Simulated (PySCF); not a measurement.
## Static response to an electric field

Species: Nb(NEt)Cl3, C2H5Cl3NNb (singlet state).
Geometry (PBE0-D3(BJ)/def2-SVP, Å), atoms numbered from 1 in this order:
```xyz
12
C2H5Cl3NNb angstrom
Nb     0.3860   -0.0009   -2.0880
N      0.5651   -0.0030   -0.3797
C      0.5591   -0.0060    1.0415
C     -0.8608   -0.0148    1.5866
H      1.1208   -0.8900    1.3922
H      1.1111    0.8827    1.3960
H     -0.8514   -0.0161    2.6861
H     -1.4115    0.8729    1.2421
H     -1.4012   -0.9081    1.2402
Cl     2.5128   -0.0002   -2.9631
Cl    -0.8057    1.9082   -2.5503
Cl    -0.8090   -1.9074   -2.5526
```

Level: B3LYP/def2-SVPD (PySCF), static field, nuclei fixed, core orbitals frozen in the response. The polarisability tensor in these axes (au):

```
x   115.74   0.04  -5.62
y     0.04 112.54  -0.10
z    -5.62  -0.10 133.08
```

Task: Diagonalise the tensor; give its mean and Δα, where Δα² is half the sum of the squared differences of the eigenvalues.

Result: Principal values 112.53, 114.08 and 134.75 au; mean 120.45 au = 17.85 Å³ = 19.86 × 10⁻⁴⁰ C²·m²/J; Δα = 21.48 au (18 % of the mean).

Task: What is the dipole moment, and where does it point?

Result: (-0.05, -0.01, 2.85) D, 2.85 D in size, pointing from the negative to the positive side. Measured along this direction, the outermost atoms are Cl10 at the negative end and H7 at the positive end.

Task: Find the Langevin capture rate constant for NH4+ (18.034 u) meeting this molecule (240.855 u), k = 2.342 × 10⁻⁹ cm³/s × √(α in Å³ / reduced mass in u).

Result: The reduced mass is 16.78 u, so k = 2.42 × 10⁻⁹ cm³/s. The formula leaves out the permanent dipole, which adds to the capture rate.

Task: Refractivity n − 1 of an ideal gas of it at 400 K and 1 atm, from the electronic α?

Result: N = p/kT = 1.8347 × 10¹⁹ cm⁻³, so n − 1 = 2π × N × 17.85 × 10⁻²⁴ cm³ = 2058 × 10⁻⁶ at long wavelengths.

Task: In TDDFT the mean static polarisability is Σ f/ω² over all singlet excitations (ω in hartree). How much of it do the 10 lowest give? Their energies (eV) and oscillator strengths: 3.85, 0.0003; 4.01, 0.0040; 4.03, 0.0017; 4.04, 0.0094; 5.22, 0.0102; 5.29, 0.0122; 5.30, 0.0025; 5.44, 0.0025; 5.45, 0.0001; 5.49, 0.0014.

Result: They add up to 1.47 au, 1.2 % of the 120.45 au; the largest single term is 0.43 au, from the state at 4.04 eV. Terms in order: 0.01, 0.19, 0.08, 0.43, 0.28, 0.32, 0.07, 0.06, 0.00, 0.04 au. Higher excitations give the rest. The strengths listed sum to 0.044.

Task: Rayleigh depolarisation ratio (linearly polarised light, static tensor)?

Result: ρ = 3Δα²/(45ᾱ² + 4Δα²) = 1384.3/(652890 + 1845.7) = 0.00211.

Task: Give the principal axes and the span of the nuclei along them.

Result: Largest value along (-0.28, 0.00, 0.96), where the nuclei span 6.37 Å; middle along (0.96, 0.01, 0.28), 3.08 Å; least along (-0.01, 1.00, 0.00), 3.82 Å. The strongest response lies along the longest span, while the other two are in reverse order.

Isolated species at its PBE0-D3(BJ)/def2-SVP geometry, gas phase. Atoms past krypton carry effective core potentials; spin–orbit coupling is left out.
